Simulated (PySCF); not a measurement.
Atoms are numbered as in `[CH3:1]/[N:2]=[CH:3]/[SiH2:4][P:5]([SiH3:6])[SiH3:7]`; H(Xn) means a hydrogen on atom n.

- geometry: GFN2-xTB
- NMR shieldings at PBE0/pcSseg-1/GIAO
- code: PySCF 2.14
- gas phase, a single conformation, no relativistic terms, equivalent nuclei averaged

Question: Predict the 2D correlation tables (HSQC, COSY, HMBC).

Answer: 

HSQC (one-bond C–H):
| δH | δC |
| --- | --- |
| 8.63 (H(C3)) | 176.4 (C3) |
| 3.86 (H(C1)) | 57.9 (C1) |

COSY cross peaks (H two or three bonds apart, from the bond graph; peaks can be absent where the dihedral angle is near 90°):
| δH | δH |
| --- | --- |
| 8.63 (H(C3)) | 4.64 (H(Si4)) |

HMBC (two and three bonds, from the bond graph):
| δH | δC |
| --- | --- |
| 8.63 (H(C3)) | 57.9 (C1) |
| 4.64 (H(Si4)) | 176.4 (C3) |
| 3.86 (H(C1)) | 176.4 (C3) |

Chemical shifts δ = σref − σ; 1H and 13C vs TMS, all at this level.

Short H···H contacts in this conformer between protons four or more bonds apart (candidates for NOE cross peaks, intensity ∝ r⁻⁶): H(C1)···H(C3) 2.25 Å.

Shifts are as computed. Against solution values, carbons near 30 ppm lie about +3 ppm off and those near 130 ppm about +5 ppm. Of 1211 compounds with measured shifts, 218 miss one by over three times the rms of a fit or turn the order of signals round; such compounds aren't used in these exercises.
